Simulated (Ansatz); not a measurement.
CH3IOSi (SMILES CO[Si]I), singlet, at a GFN2-xTB geometry (all electrons, no relativity), with bond 7-4 at 2.4 times its length; SC-NEVPT2/STO-3G, CASSCF(4,6) run with Ansatz (an electronic-structure program).

Ansatz was given this input:
Ansatz 0.2 input:
```yaml
crystal:
  periodic: [false, false, false]
  atoms:
    - {symbol: Si, position_ang: [0.13057735, -1.11655576, 1.19539159]}
    - {symbol: I, position_ang: [0.55994775, 0.79650403, -0.36923445]}
    - {symbol: O, position_ang: [-1.28255018, -1.69221305, 0.71567920]}
    - {symbol: C, position_ang: [-2.27182028, -1.46710037, -0.23828274]}
    - {symbol: H, position_ang: [-2.00893526, -0.62834663, -0.88958839]}
    - {symbol: H, position_ang: [-2.39281295, -2.36817218, -0.84298489]}
    - {symbol: H, position_ang: [-4.52883291, -0.93671803, 0.98346738]}
basis:
  gaussian:
    orbitals: STO-3G
magnetization: {spin_polarized: false}
correlation: {method: sc_nevpt2, electrons: all, active_space: {window: {electrons: 4, orbitals: 6}}}
```

The log (banner, timings and long lists left out):

```
Functional definition: HF
560 factors; integrals over basis functions are off by at most 2.9e-5 eV
mean field evaluation 1: about -197248.8550 eV, gradient 2.6e1 eV
mean field evaluation 2: about -197248.9286 eV, gradient 2.6e1 eV
mean field evaluation 4: about -197254.9092 eV, gradient 3.4e0 eV
mean field evaluation 8: about -197254.9680 eV, gradient 2.8e-2 eV
mean field -197254.96265312 eV, -7248.9861732865 hartree, gradient 2.9e-6 eV, S^2 0.000000; 0 other end points of the search recorded, 0 dependent functions left out; unrestricted orbitals would lower it
reference -197254.96265312 eV, -7248.9861732865 hartree; 42, 42 occupied and 7, 7 virtual orbitals, 560 factors
state -197260.22589691 eV, -7249.1795939281 hartree
state -197260.22589691 eV, -7249.1795939281 hartree; corrected -197263.02268019 eV, -7249.2823738180 hartree
state -197260.22214088 eV, -7249.1794558965 hartree
state -197260.22214088 eV, -7249.1794558965 hartree; corrected -197263.00357227 eV, -7249.2816716146 hartree
state -197260.22589691 eV, -7249.1795939281 hartree; corrected -197263.02268019 eV, -7249.2823738180 hartree
Total energy: -197263.02268019 eV, -7249.2823738180 hartree
```
